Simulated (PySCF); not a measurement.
**Excitation energy of B by level of theory**

B [He] 2s2 2p1 (2P) → B [He] 2s2 3s1 (2S), as a difference of total energies. Calculation: PySCF 2.14, in x2c-QZVPPall with one added diffuse shell each of s, p, d, f type (8s5p4d3f1g, 73 functions); scalar relativity by spin-free X2C-1e. Correlated levels: valence: 1s2 frozen; valence and next inner shell: nothing frozen. The calculations carry no spin-orbit coupling.

```csv
method,excitation energy (eV),error (eV)
UHF,5.015,+0.052
LDA,5.286,+0.323
PBE,5.287,+0.324
PBE0,5.297,+0.334
r2SCAN,5.532,+0.569
BP86,5.319,+0.356
TPSS,5.458,+0.495
M06-2X,4.956,-0.007
B2PLYP,5.283,+0.320
MP2 (valence),5.110,+0.147
SCS-MP2 (valence),5.098,+0.135
MP2 (valence and next inner shell),5.127,+0.164
SCS-MP2 (valence and next inner shell),5.109,+0.146
```

Reference: 4.963 eV (measured; NIST levels, between the centres of gravity of the two terms).

Errors of the correlated levels include the incompleteness of this basis and the frozen core.

The promoted electron is Rydberg-like, and one or two diffuse shells describe it only roughly, which tends to raise the upper state.
